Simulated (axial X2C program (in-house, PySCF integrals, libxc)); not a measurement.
**Photoelectron levels of SeI⁻ by EOM-IP-CCSD**

Calculated with an axial X2C code built on PySCF integrals: two-component X2C with atomic mean-field Coulomb and Gaunt terms, Gaussian nuclei, basis I dyall-acv3z, Se dyall-acv3z with contracted cores.

R = 2.557 Å (near the PBE0 minimum at charge -1 of the determinant lowest at the starting distance; the state shown can have its own minimum elsewhere).

Hartree–Fock spinors of SeI⁻ (one of each Kramers pair; a window near the gap, which can cut inner shells):

| ω | occupied | ε (eV) | character |
| --- | --- | --- | --- |
| 1/2 | yes | -16.46 | 53% Se s, 26% I s, 9% I p |
| 1/2 | yes | -6.68 | 70% I p, 22% Se p, 3% Se s |
| 1/2 | yes | -5.94 | 61% I p, 32% Se p, 2% Se d |
| 3/2 | yes | -5.60 | 71% I p, 24% Se p, 3% Se d |
| 1/2 | yes | -3.29 | 71% Se p, 17% I p, 7% I d |
| 3/2 | yes | -2.92 | 67% Se p, 20% I p, 7% I d |
| 1/2 | no | 4.04 | 52% I p, 40% Se p, 4% I d |
| 1/2 | no | 4.97 | 31% Se p, 30% I s, 26% I p |
| 1/2 | no | 5.21 | 90% I p, 8% Se p |
| 3/2 | no | 5.24 | 90% I p, 8% Se p |
| 1/2 | no | 5.69 | 90% Se p, 7% I p |
| 3/2 | no | 5.70 | 90% Se p, 7% I p |

Vertical detachment energies of SeI⁻ to the states of SeI:

| Ω of SeI | vertical detachment energy (eV) | above lowest (cm⁻¹) | ionised spinor | one-hole weight |
| --- | --- | --- | --- | --- |
| 3/2 | 2.506 | 0 | 72% Se pπ, 15% I pπ, 7% I dπ | 0.93 |
| 1/2 | 2.795 | 2330 | 76% Se pπ, 12% I pπ, 7% I dπ | 0.93 |
| 3/2 | 5.049 | 20506 | 77% I pπ, 18% Se pπ | 0.92 |
| 1/2 | 5.478 | 23972 | 65% I pπ, 13% Se pπ, 8% I pσ | 0.92 |
| 1/2 | 6.318 | 30746 | 47% I pσ, 27% Se pσ, 15% I pπ | 0.93 |

(1) How far does the lowest EOM-IP-CCSD energy lie from the Koopmans value −ε of the highest filled spinor?

(2) What is the splitting of the first π pair in the table, and is it regular or inverted?

This point took 8.8 s on 1 thread of Arm Neoverse V2, on a shared host.

Reference electrons by ω block (each with its −ω partner): 1/2: 28, 3/2: 13, 5/2: 3. 14 electrons of SeI⁻ correlated (inner shells frozen), 92 natural virtual spinors (a truncated set); levels can be off by some tenths of an eV. Roots sought by Ω: (1/2: 4, 3/2: 3, 5/2: 1); the list ends where they run out and leaves out roots under 60 % one-particle weight. The solver can skip a root, and states that need a further excitation, which the method places far too high, are missing though they may lie low or lowest. T1 of the reference 0.011 (Lee–Taylor). Number of frozen shells: I 4 s, 3 p, 2 d; Se 3 s, 2 p, 1 d.

Results:

(1) 2.506 eV against 2.92 eV, a shift of -0.41 eV: relaxation of the final state lowers the energy and the loss of correlation raises it.

(2) E(3/2) − E(1/2) = 0 − 2330 = -2330 cm⁻¹ at EOM-IP-CCSD: inverted, Ω = 3/2 lower. Splittings at this level can be off by ten to twenty per cent.
